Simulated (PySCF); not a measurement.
## Germanium: a sound run and one with changed settings

Sound run: Ge [Ar] 3d10 4s2 4p2, Ge⁺ [Ar] 3d10 4s2 4p1. Calculation: PySCF 2.14, in cc-pVDZ-PP with ECP10MDF (4s3p2d, 23 functions); a scalar-relativistic core potential. In the sound run the correlated levels freeze 3s2 3p6 3d10 outside the core potential. The sound run starts from symmetry-adapted Hartree-Fock orbitals and uses a fine grid where one is needed.

A second run was set up differently.

| species | method | sound run (hartree) | changed run (hartree) | converged |
| --- | --- | --- | --- | --- |
| Ge | MP2 | -293.38110 | -293.34491 | yes |
| Ge | CCSD(T) | -293.39766 | -293.34667 | yes |

Ionisation energy of Ge:

| method | sound run (eV) | changed run (eV) |
| --- | --- | --- |
| UHF | 7.408 | 7.408 |
| MP2 | 7.658 | 7.512 |
| SCS-MP2 | 7.594 | 7.443 |
| CCSD | 7.680 | 7.560 |
| CCSD(T) | 7.687 | 7.560 |
| CCSDT | n/a | 7.560 |
| FCI | n/a | 7.560 |

Task: What was changed?
A. all electrons correlated in a valence basis
B. too few SCF iterations
C. minimal basis
D. a valence shell is frozen

Result: D. Freezing a valence shell removes pair correlation that changes on ionisation.
